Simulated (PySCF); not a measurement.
Vertical excitations of a molecule C2H8N2OSi from TDA-M06-2X/def2-SVPD run with PySCF 2.14.0, as energy in eV (oscillator strength): 4.06 (0.001), 6.77 (0.040), 7.01 (0.087), 7.20 (0.052), 7.30 (0.066), 7.43 (0.013), 7.64 (0.003), 7.91 (0.027), 8.05 (0.311), 8.24 (0.033). Lowest triplet (TDA): 3.61 eV. Geometry optimised at PBE0-D3(BJ)/def2-SVP. One conformer was computed; it need not be the lowest.

Task: Identify the compound among the candidates.
(A) C/N=C/[Si@H](N)O
(B) C/C=N\[Si@H](N)O
(C) C=C[Si](N)(N)O
(D) NC/C=N\[SiH2]O

Result: B, C/C=N\[Si@H](N)O
